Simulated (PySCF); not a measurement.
Al(Me)(OMe)(PH2) (C₂H₈AlOP), SMILES C[O][Al]([PH2])[CH3]. The structure is a stationary point at PBE-D3(BJ)/def2-SVP. The structure was generated by enumeration; whether it is a known compound was not checked. The values are those of a single conformer.

Computed equilibrium geometry at PBE-D3(BJ)/def2-SVP (PySCF confirms it by a frequency run) as a Z-matrix (one conformer of several):
```
Al
O 1 1.7205
C 2 1.4000 1 137.16
H 3 1.1138 2 110.61 1 -124.59
H 3 1.1140 4 107.12 2 120.83
H 3 1.1168 4 107.39 5 114.98
C 1 1.9555 2 117.11 3 179.39
H 7 1.1087 1 111.24 2 8.46
H 7 1.1103 8 108.40 1 -122.82
H 7 1.1108 8 107.92 9 -115.27
P 1 2.3554 2 118.62 3 -4.31
H 11 1.4430 1 92.34 2 41.11
H 11 1.4432 12 93.26 6 -136.02
```
